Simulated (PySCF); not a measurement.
# IrH3: umbrella–stretch map

Computed with r2SCAN/[Ir def2-TZVP with ECP60, H def2-TZVP], scalar-relativistic core potentials, density fitting, no spin–orbit coupling, PySCF.

Rigid scan from the singlet minimum (Ir–H 1.533 Å (×3); H–Ir–H 90.5° (×3)). Coordinate: rows: all bonds scaled; columns: angle to the threefold axis. Energies in kJ/mol from the minimum.

Rows run from the largest first scale (top) to the smallest, columns from the smallest angle to the largest. Lower edges of the bins (kJ/mol): '_' 5.0, '.' 6.2, ':' 8.1, '-' 11.1, '=' 15.8, '+' 23.2, '*' 35.1, '#' 53.8, '%' 83.5, '@' 130.6; top 205, each point printed twice.
```
++**%%%%@@@@
::++##%%@@@@
__++##%%@@@@
::++##%%@@@@
++**%%@@@@@@
```

Q: Give the energies on the grid of the scan.

A: 
```
scale \ angle  60  66  72   78   84   90
         0.95  28  50  87  136  184  205
         0.98   9  30  66  113  160  182
         1.00   5  25  60  107  153  175
         1.03  10  29  63  108  154  176
         1.07  35  52  84  127  172  194
```

The bond scale of lowest energy on the grid is 1.00 at 60°, 1.00 at 66°, 1.00 at 72°, 1.00 at 78°, 1.00 at 84°, 1.00 at 90°.

No spin–orbit coupling is included, which matters more the heavier the element.

Other isomers or separated fragments may lie lower.
